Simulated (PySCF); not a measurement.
**Dipole response of V (vanadium, neutral)**

[Ar] 3d4 4s1, high-spin 6D determinant (an excited configuration). Calculation: PySCF 2.14, in aug-cc-pwCVTZ (10s9p7d4f3g, 127 functions); no relativity, point nucleus. Coupled (time-dependent) response in atomic units; α is the mean over directions.

```tsv
method	mean α (bohr³)	α xx, yy, zz	C₆ (like pair)	S(−4)
PBE0	92.53	91.81, 91.81, 93.96	838.0	6813
```

S(−4) is the Cauchy moment in α(ω) = α(0) + S(−4) ω² + …

α(iu) at PBE0:

```
u (hartree)  α(iu) (bohr³)
          0          92.53
     0.0500          78.43
      0.100          55.11
      0.200          27.96
      0.300          17.29
      0.500          9.318
      0.750          5.662
       1.00          3.951
       1.50          2.345
       2.00          1.587
       3.00         0.8780
       5.00         0.3912
```

The components differ because the open shell of this determinant is not spherical; for a pure term their mean is the scalar polarisability.
